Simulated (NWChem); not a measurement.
Molecule: C₃H₅BFN; SMILES C[C@H]1N=CB1F

```xyz
11

C      1.0690    -1.6325     0.2306
C      0.0921    -0.7233    -0.4800
N     -1.2636    -0.5999     0.1782
C     -1.4486     0.6774     0.0764
B      0.0577     0.8441    -0.2449
F      0.9726     1.7275     0.1004
H      1.2730    -1.2925     1.2575
H      2.0272    -1.6617    -0.3096
H      0.6788    -2.6608     0.2884
H     -0.0761    -1.0561    -1.5159
H     -2.3747     1.1730     0.3922
```
Atoms are numbered in this order, from 1.

Program: NWChem. Medium grid unless said otherwise, to which SCAN and Minnesota functionals are sensitive. Coordinates come from a PBE0/def2-SVP optimisation. B3LYP is NWChem's, with the RPA form of VWN correlation.

Question: Among these, which level gives the highest value of “dipole (D)”?
(A) SCAN/def2-SVP
(B) LRC-wPBEh/def2-SVP
(C) LC-wPBE (HJS exchange hole, range parameter 0.4 per bohr)/def2-SVP
(D) Hartree-Fock/def2-SVP

Answer: D, Hartree-Fock/def2-SVP. Values: SCAN/def2-SVP 0.68; LRC-wPBEh/def2-SVP 0.75; LC-wPBE (HJS exchange hole, range parameter 0.4 per bohr)/def2-SVP 0.83; Hartree-Fock/def2-SVP 1.04
